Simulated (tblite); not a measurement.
C6H10O2, singlet, geometry from GFN2-xTB; tblite 0.6.0 with GFN1-xTB with ALPB(water).

The tblite input:
```
$ tblite run mol.xyz --method gfn1 --charge 0 --spin 0 --alpb water --json tblite.json --no-restart

# file mol.xyz
18

C     -2.03773908     1.52533617    -0.86313252
C     -1.49269935     0.51085955    -0.19960900
C     -2.23117021    -0.35568619     0.76832648
C     -0.05223104     0.21327152    -0.43018335
O      0.66353829     0.83470224    -1.17780370
O      0.36004950    -0.84169415     0.28586103
C      1.73014860    -1.21487093     0.15670106
C      2.62267592    -0.38157608     1.06574614
H     -1.44574586     2.10968278    -1.54692388
H     -3.07290832     1.79630648    -0.74536964
H     -1.76368368    -0.30425766     1.74997651
H     -2.19612203    -1.39414572     0.44415090
H     -3.26784852    -0.03982400     0.84832338
H      2.03507474    -1.08974821    -0.88773376
H      1.76434649    -2.27137817     0.43174035
H      3.64889395    -0.72869457     0.98695716
H      2.58014649     0.66331239     0.76821690
H      2.29523560    -0.46932248     2.09911069
```

Output, abridged:

```
xTB calculator
 | screened Coulomb repulsion
 | Coulomb electrostatics
 |  * isotropic Klopman-Ohno-Mataga-Nishimoto electrostatics
 |  * onsite third-order electrostatics
 | DFT-D3(BJ) dispersion correction
 | Interactions (3)
 | [1] alpb/gbsa reaction field model
 | [2] cds contribution to solvation
 | [3] empirical free energy shift and standard state/solvent correction

halogen bonding energy    0.0000000000000E+00 Eh
repulsion energy          3.2464859303170E-01 Eh
dispersion energy        -6.7958456292923E-03 Eh
interaction energy        1.8244584658719E-03 Eh
number of electrons       4.6000000000000E+01 e
integral cutoff           1.9731147476801E+01 bohr

------------------------------------------------------------
  cycle        total energy    energy error   density error
------------------------------------------------------------
      1     -27.16337640219  -2.7483054E+01   6.3210704E-01
      2     -27.47701120396  -3.1363480E-01   3.4718605E-01
      3     -27.48178704461  -4.7758407E-03   1.3796025E-01
      4     -27.48381850205  -2.0314574E-03   2.0748884E-02
      5     -27.48486020269  -1.0417006E-03   3.4694506E-03
      6     -27.48488469745  -2.4494755E-05   1.6038205E-03
      7     -27.48489034976  -5.6523074E-06   3.8045393E-04
      8     -27.48489068748  -3.3771902E-07   7.9512854E-05
      9     -27.48489070299  -1.5514740E-08   2.7295827E-05
     10     -27.48489070398  -9.9374020E-10   1.1863027E-05
------------------------------------------------------------

electronic energy        -2.7804567909852E+01 Eh
total energy             -2.7484890703984E+01 Eh

Post processing:
 | Mayer-Wiberg bond orders

[Info] JSON dump of results written to 'tblite.json'
```
